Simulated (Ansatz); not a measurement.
BFH4OSi, SMILES `BO[SiH2]F`, relaxed with RKS PBE-D4/def2-SVP in Ansatz from a rough embedded geometry. The force threshold is 0.03 eV/Å; the program also tests the step.

Charge 0, multiplicity 1.

Start:

```xyz
8

B    -0.685   -0.505    1.114
O     0.556   -0.834    0.487
Si    0.652    0.269   -0.799
F    -0.525    0.038   -1.975
H    -1.708   -1.118    0.816
H    -0.758    0.209    2.082
H     0.492    1.705   -0.305
H     1.976    0.236   -1.419
```

Task: By how much does the energy fall, and how many steps does the optimiser take? (Estimate.)

Result: Computed: 17.93 kcal/mol, in 26 steps, 5 of them rejected.

Task: Which bonds change most? (An estimate is asked.)

Result: The calculation gave: B1–O2 from 1.429 to 1.362 Å; Si3–F4 from 1.679 to 1.630 Å; Si3–H8 from 1.461 to 1.492 Å; Si3–H7 from 1.527 to 1.497 Å.

Task: Give the relaxed structure. (An estimate is asked.)

Result: The calculation gave: 
```xyz
8

B    -0.841   -0.606    1.195
O    -0.170   -0.742    0.018
Si    0.678    0.385   -0.906
F    -0.170    0.622   -2.277
H    -1.406   -1.590    1.635
H    -0.857    0.473    1.773
H     0.776    1.687   -0.174
H     1.989   -0.229   -1.265
```
